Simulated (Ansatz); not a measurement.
Cost and result for the atomization energy of H5SeSi2 (`[SiH2][Se][SiH3]`) radical (8 atoms, 7 bonds).

Total charge 0; spin multiplicity 2. Correlated methods include outer-core shells of Se, which these sets cover unevenly. Scalar relativity is left out up to krypton. All single points use the PBE0-D4/def2-TZVP geometry. Program: Ansatz. All runs use 4 threads of an Arm Neoverse V2 on a shared host. Times are those of one run each, without the atoms' runs, and a repeat can differ threefold. Electronic energies, without spin–orbit coupling; frozen cores. CCSD(T)/CBS adds CCSD(T) − MP2 in def2-TZVPP to the MP2 limit, and its time is that of the two runs behind it. T1 = 0.014; ⟨S²⟩ of the reference is 0.76. With those shells the extrapolation isn't a true limit.

CCSD(T)/CBS is a level of theory with its own doubt, some kJ/mol a heavy atom from the limit and from the frozen cores, so smaller differences don't rank the functionals.

| level | functions | wall time | atomization (kcal/mol) | difference from CCSD(T)/CBS | per bond |
| --- | --- | --- | --- | --- | --- |
| LDA (SPW92)/def2-TZVPP | 202 | 1.4 s | 579.3 | 55.8 | 8.0 |
| PBE-D4/def2-TZVPP (with forces) | 202 | 2.9 s | 517.9 | -5.6 | -0.8 |
| BHLYP-D4/def2-TZVPP | 202 | 4.6 s | 516.1 | -7.4 | -1.1 |
| PBE0-D4/def2-TZVPP | 202 | 4.6 s | 516.6 | -6.9 | -1.0 |
| CAM-B3LYP-D4/def2-TZVPP | 202 | 4.9 s | 520.1 | -3.4 | -0.5 |
| B2PLYP/def2-TZVPP | 202 | 6 s | 511.9 | -11.6 | -1.7 |
| CCSD(T)/def2-SVP | 93 | 7.5 s | 479.8 | -43.7 | -6.2 |
| ωB97X-V/def2-TZVPP | 202 | 11 s | 526.2 | 2.7 | 0.4 |
| B97M-V/def2-TZVPP | 202 | 12 s | 524.1 | 0.6 | 0.1 |
| ωB97M-V/def2-TZVPP (with forces) | 202 | 16 s | 518.9 | -4.6 | -0.7 |
| MP2/def2-QZVPP | 379 | 21 s | 513.6 | -9.9 | -1.4 |
| CCSD(T)/def2-TZVPP | 202 | 3.5 min | 507.4 | -16.1 | -2.3 |
| CCSD(T)/CBS(def2) | – | 3.8 min | 523.5 | 0.0 | 0.0 |

Leaving LDA and LC-ωPBE aside and taking each functional with its dispersion term where it has one, the values, not all of them listed here, spread over 15.1 kcal/mol, from revPBE-D4 to ωB97X-V. LDA lies +66.5 kcal/mol from PBE without D4, its usual overbinding. At CCSD(T), def2-SVP lies −43.7 kcal/mol from the extrapolated value and def2-TZVPP −16.1 kcal/mol: correlation converges slowly with the basis, and small sets miss more of it in the bonded molecule than in its fragments. From r2SCAN to r2SCAN0 (25 % exact exchange), in def2-TZVPP and without D4, the atomization energy moves by −4.3 kcal/mol: exact exchange takes away binding that semilocal exchange gives to molecules.

For some Ge, Se and Sn compounds the MP2-based and the directly extrapolated limit differ by 10 to 25 kJ/mol.
